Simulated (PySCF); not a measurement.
CH₃Be, SMILES [Be][CH3], multiplicity 2.

Geometry optimised at TPSSh-D3(BJ)/def2-TZVPD. The spin state was assumed, not searched. The isomer is the one that the SMILES or the coordinates give; other isomers of the formula were not compared.

Method: TDA-CAM-B3LYP/def2-TZVPD run with PySCF.

Vertical excitations; the highest root listed may be one member of a degenerate set. 

**Question.** Estimate the UV-visible absorptions. (An estimate is asked for; the answer gives what the named calculation found.)

**Answer.** 
| state | energy (eV) | λ (nm) | f | main pairs |
|---|---|---|---|---|
| root 1 | 2.96 | 419 | 0.075 | α HOMO→LUMO (degenerate set) |
| root 2 | 2.96 | 419 | 0.075 | α HOMO→LUMO+1 (degenerate set) |
| root 3 | 5.00 | 248 | 0.025 | α HOMO→LUMO+2 76 %, β HOMO→LUMO 18 % |
| root 4 | 5.36 | 231 | 0.218 | α HOMO→LUMO+3 27 %, α HOMO→LUMO+2 18 %, β HOMO→LUMO 52 % |
| root 5 | 5.62 | 221 | 0.000 | α HOMO→LUMO+3 70 %, β HOMO→LUMO 25 % |
| root 6 | 5.80 | 214 | 0.033 | α HOMO→LUMO+4 (degenerate set) |
| root 7 | 5.80 | 214 | 0.033 | α HOMO→LUMO+5 (degenerate set) |
| root 8 | 6.36 | 195 | 0.001 | α HOMO−1→LUMO, α HOMO−1→LUMO+4, β HOMO→LUMO+1, β HOMO→LUMO+4 (degenerate set) |
| root 9 | 6.36 | 195 | 0.001 | α HOMO−1→LUMO+1, α HOMO−1→LUMO+5, β HOMO→LUMO+2, β HOMO→LUMO+5 (degenerate set) |
| root 10 | 7.11 | 174 | 0.003 | α HOMO→LUMO+6 93 % |
Unrestricted roots are not spin-pure.
